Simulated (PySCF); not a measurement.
H6GeSi, triplet, at the geometry of the source list (a higher spin typed on purpose: for a closed-shell molecule this is an excited state). Base run: B3LYP/6-31G run with PySCF.

PySCF was given this input:
```python
from pyscf import gto, scf, dft, solvent

mol = gto.M(
    atom='''
Si   -1.209200    0.123700    0.017900
Ge    1.109300   -0.111600   -0.015500
H    -1.791100   -0.706700    1.072800
H    -1.579800    1.517800    0.265200
H    -1.781000   -0.289200   -1.264500
H     1.612900   -1.428100   -0.529700
H     1.848200    0.882800   -0.862400
H     1.790700    0.011300    1.316200
''',
    basis='6-31g',
    charge=0,
    spin=2,
    verbose=3,
)

mf = dft.UKS(mol)
mf.xc = 'b3lyp'
mf.kernel()
```

The base run was repeated with changes; each row names its change, and settings that it needs were set with it.

| change | ΔE vs base (kJ/mol) | dipole (D) |
|---|---|---|
| base | 0.00 | 0.85 |
| model = SS(V)PE; solvent = toluene | -4.14 | 1.10 |
| model = IEF-PCM; solvent = toluene | -4.19 | 1.11 |
| model = IEF-PCM; solvent = toluene; vdw_scale = 1.0 | -7.06 | 1.11 |
| model = IEF-PCM; solvent = chloroform | -6.65 | 1.30 |
| model = IEF-PCM; solvent = dimethylsulfoxide | -9.78 | 1.62 |
| model = ddCOSMO; solvent = toluene | -6.28 | 1.18 |
| model = IEF-PCM; solvent = dichloromethane | -8.16 | 1.44 |
| model = IEF-PCM; solvent = toluene; vdw_scale = 1.1 | -5.20 | 1.11 |
| model = C-PCM; solvent = toluene | -5.38 | 1.17 |
| model = COSMO; solvent = toluene | -4.36 | 1.10 |
| model = IEF-PCM; solvent = toluene; lebedev_order = 41 | -4.18 | 1.11 |

The base is the gas phase, so ΔE is the electrostatic part of solvation at a fixed geometry, without cavity and dispersion terms.

Open shells are given as the SCF converged; they aren't shown to be the lowest states, and a large step between rows can be another state.
